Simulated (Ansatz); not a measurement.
The cluster Ag4. Total charge 0; triplet. Geometry r2SCAN-D4/def2-SVPD, that of the charge -1 doublet.

```csv
atom,x (Å),y (Å),z (Å)
Ag1,0.7175,0.8172,-0.8430
Ag2,1.8006,-0.0781,1.4569
Ag3,-0.7157,-0.8209,0.8406
Ag4,-1.8024,0.0818,-1.4545
```

In the def2 sets Ag takes a core potential; there is no spin–orbit coupling. At PBE0-D4/def2-TZVPD a singlet of charge 0 lies 0.64 eV below the triplet at the same geometry. The structure comes from a short search, and lower isomers may exist.

Q: Estimate the α-spin orbital energies around the gap (eV) in Ansatz with PBE-D4/def2-TZVPD, r2SCAN-D4/def2-TZVPD, PBE0-D4/def2-TZVPD.

A: 
```
orbital  PBE-D4/def2-TZVPD  r2SCAN-D4/def2-TZVPD  PBE0-D4/def2-TZVPD
 HOMO−5              -7.18                 -7.39               -8.82
 HOMO−4              -7.05                 -7.26               -8.65
 HOMO−3              -6.82                 -7.01               -8.39
 HOMO−2              -6.70                 -6.82               -7.60
 HOMO−1              -4.95                 -5.01               -5.40
   HOMO              -3.81                 -3.94               -4.18
   LUMO              -2.85                 -2.72               -2.13
 LUMO+1              -1.99                 -1.84               -1.37
 LUMO+2              -1.49                 -1.41               -0.97
 LUMO+3              -1.15                 -1.01               -0.57
 LUMO+4              -0.73                 -0.45               -0.06
 LUMO+5              -0.52                 -0.25                0.09
 β HOMO              -6.43                 -6.38               -6.95
 β LUMO              -4.51                 -4.25               -3.62
```
